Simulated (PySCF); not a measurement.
## Tm²⁺: excitation energy

Tm²⁺ [Xe] 4f13 (2F) → Tm²⁺ [Xe] 4f12 5d1 (high-spin determinant), as a difference of total energies. Calculation: PySCF 2.14, in cc-pVDZ-X2C (8s7p5d3f1g, 84 functions); the spin-free X2C one-electron Hamiltonian (Gaussian nucleus). Correlated levels: valence: [Kr] 4d10 frozen. The calculations carry no spin-orbit coupling.

```json
{"method": "UHF", "excitation energy (eV)": "0.086"}
{"method": "MP2 (valence)", "excitation energy (eV)": "4.316"}
{"method": "SCS-MP2 (valence)", "excitation energy (eV)": "3.795"}
{"method": "CCSD (valence)", "excitation energy (eV)": "2.838"}
{"method": "CCSD(T) (valence)", "excitation energy (eV)": "3.038"}
```

Task: How much does correlation contribute at CCSD(T) (valence)?

Result: 3.038 − (0.086) = 2.952 eV, measured against UHF.

A first-order spin-orbit estimate (lowest level to lowest level, LS coupling) adds -0.214 eV.

The determinant of the upper state mixes LS terms, which raises its energy above the lowest term, most at the Hartree-Fock and MP2 levels.
